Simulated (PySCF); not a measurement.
# Sound and unsound settings

Molecule: `CN[SiH2][SiH2][SiH3]`, CH11NSi3; geometry GFN2-xTB.

Molfile (atoms numbered from 1):
```
CH11NSi3
     RDKit          3D

 16 15  0  0  0  0  0  0  0  0999 V2000
   -2.6641    0.0160    0.5690 C   0  0  0  0  0  0  0  0  0  0  0  0
   -1.9464    0.7406   -0.4504 N   0  0  0  0  0  0  0  0  0  0  0  0
   -0.5114    0.1567   -1.2020 Si  0  0  0  0  0  4  0  0  0  0  0  0
    1.0069   -0.3970    0.4547 Si  0  0  0  0  0  4  0  0  0  0  0  0
    3.2306   -0.0898   -0.0927 Si  0  0  0  0  0  4  0  0  0  0  0  0
   -3.3597   -0.7231    0.1534 H   0  0  0  0  0  0  0  0  0  0  0  0
   -3.2336    0.7083    1.1934 H   0  0  0  0  0  0  0  0  0  0  0  0
   -1.9475   -0.5090    1.1988 H   0  0  0  0  0  0  0  0  0  0  0  0
   -2.5720    1.3038   -1.0074 H   0  0  0  0  0  0  0  0  0  0  0  0
   -0.7425   -0.9739   -2.1288 H   0  0  0  0  0  0  0  0  0  0  0  0
   -0.1209    1.2956   -2.0405 H   0  0  0  0  0  0  0  0  0  0  0  0
    0.7176    0.3269    1.7071 H   0  0  0  0  0  0  0  0  0  0  0  0
    0.8137   -1.8034    0.8671 H   0  0  0  0  0  0  0  0  0  0  0  0
    3.4536    1.1750   -0.8007 H   0  0  0  0  0  0  0  0  0  0  0  0
    4.1366   -0.0717    1.0581 H   0  0  0  0  0  0  0  0  0  0  0  0
    3.7315   -1.1461   -0.9772 H   0  0  0  0  0  0  0  0  0  0  0  0
  1  2  1  0
  2  3  1  0
  3  4  1  0
  4  5  1  0
  1  6  1  0
  1  7  1  0
  1  8  1  0
  2  9  1  0
  3 10  1  0
  3 11  1  0
  4 12  1  0
  4 13  1  0
  5 14  1  0
  5 15  1  0
  5 16  1  0
M  END
```

All runs: PySCF 2.14, non-relativistic, gas phase unless a solvent (IEF-PCM) is named; grid level 2, GIAOs and SCF threshold 1e-9 unless changed. The yardstick, PBE0/pcSseg-1, gives these isotropic shieldings σ (ppm, equivalent atoms averaged): Si3 396.5, Si5 467.2, Si4 483.8, H12/H13 28.21, H14/H15/H16 28.24, H6/H7/H8 28.97, H9 32.04.

Problem. What do these inputs give? (1) LDA/pcSseg-0; max_cycle 95; charge 2; mult 3; altered: charge 2, mult 3; (2) M06-2X/STO-3G; max_cycle 92; mult 3; altered: mult 3

Solution. 
| run | outcome | functions | wall time | Si3 | Si5 | Si4 | H12/H13 | H14/H15/H16 | H6/H7/H8 | H9 |
| --- | --- | --- | --- | --- | --- | --- | --- | --- | --- | --- |
| 1 | refused | – | 30 s | – | – | – | – | – | – | – |
| 2 | refused | – | 30 s | – | – | – | – | – | – | – |

Times are on shared hosts with different chips, so compare them loosely.

Problem. Comment on the technical settings and failures.

Solution. 
- Run 1: The program stopped with: NotImplementedError: this response code serves closed shells only; the SCF ended at -961.53827165 Eh with <S^2> = 2.0028 Charge 2 and multiplicity 3 describe another species than the intended molecule, on its geometry.
- Run 2: The program stopped with: NotImplementedError: this response code serves closed shells only; the SCF ended at -956.41523957 Eh with <S^2> = 2.0062 Charge 0 and multiplicity 3 describe another species than the intended molecule, on its geometry.

Runs 1, 2 were set up unsoundly or failed; their numbers aren't to be quoted as properties of the molecule.
